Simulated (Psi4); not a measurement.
Internal rotation in SMILES C=Cc1ccc(O)s1 (C₆H₆OS). Scanned: dihedral C1–C2–C3–S8; all other coordinates were relaxed at GFN2-xTB. Points at φ and −φ are mirror images.

Geometry of the scan point at 180° (Å):
```
14

C     -2.6334     0.5761    -0.6842
C     -1.9048    -0.0600     0.2299
C     -0.4708    -0.1633     0.2246
C      0.4568     0.3259    -0.6525
C      1.7893     0.0152    -0.3197
C      1.8846    -0.7196     0.8237
O      3.0234    -1.1646     1.3894
S      0.3230    -1.0420     1.5123
H     -2.1873     1.0779    -1.5249
H     -3.7060     0.6125    -0.6157
H     -2.3955    -0.5519     1.0601
H      0.1930     0.8991    -1.5222
H      2.6467     0.3157    -0.8919
H      2.8358    -1.6598     2.1947
```

Calculation: PBE-D3(BJ)/def2-SVP // GFN2-xTB (Psi4).

Scanned values (°): -160, -140, -120, -100, -80, -60, -40, -20, 0, 20, 40, 60, 80, 100, 120, 140, 160, 180.

Q: At which scan points does the profile have its minima and maxima, and how high do they lie?

A: Lower than their neighbours: 0° (0.0 kJ/mol), 180° (7.5 kJ/mol). Higher than their neighbours: -80° (31.8 kJ/mol), 80° (31.8 kJ/mol). The whole profile spans 31.8 kJ/mol.
